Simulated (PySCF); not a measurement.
CH3AlF2S, SMILES C[S][Al]([F])[F].

Geometry: B3LYP-D3(BJ)/def2-SVP. The structure was generated by enumeration; whether it is a known compound was not checked. Other conformers were not sampled.

Level of theory: CAM-B3LYP/def2-TZVP in PySCF.

```
Quantity                                                                                                       Result
---------------------------------------------------------------------------------------------  ----------------------
total energy                                                                                       -880.49547 hartree
point group                                                                                                        Cs
highest occupied level                                                                                       -8.98 eV
lowest empty level                                                                                           -0.15 eV
orbital gap                                                                                                   8.82 eV
dipole moment                                                                                                  2.22 D
quadrupole, principal values (traceless, Buckingham form, about the centre of nuclear charge)   -7.22, 1.10, 6.11 D·Å
mean static polarisability                                                                       51.6 bohr³ (7.65 Å³)
polarisability, principal values                                                               41.9, 49.8, 63.2 bohr³
```
